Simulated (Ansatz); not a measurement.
Computed with Ansatz on PBE0-D4/def2-TZVP structures; ΔE is electronic, products minus reactants. CBS: MP2 limit from def2 TZ/QZ plus the TZ coupled-cluster correction, frozen cores. Functionals use def2-TZVPP. B3LYP here is the variant with VWN-RPA as its local correlation; programs differ in this. For Ge outer-core shells are correlated without core-valence functions, which leaves a few kJ/mol of doubt a bond. Scalar relativity is left out up to krypton. One conformer a species, not always the lowest.

Reaction (ligand exchange at the Si–N bond): `BN(C=C)[SiH2]Cl` + `C[NH][GeH2][Cl]` → `C[N]([SiH2]Cl)[GeH2][Cl]` + `BNC=C`

(1) Is it downhill or uphill in electronic energy at CCSD(T)/CBS, and by how much? (Estimate.)

(2) What do these levels give: PBE0-D4, B2PLYP, PBE, B3LYP, CCSD(T)/def2-TZVPP, MP2/CBS(def2)? (Best estimate.)

Largest T1 diagnostic among the species: 0.013.

Answers

(1) Ansatz gave: Downhill: ΔE = -28.5 kJ/mol.

(2) Ansatz gave: PBE0-D4 -31.1, B2PLYP -31.3, PBE -31.7, B3LYP -32.4, CCSD(T)/def2-TZVPP -29.3, MP2/CBS(def2) -28.6 kJ/mol.
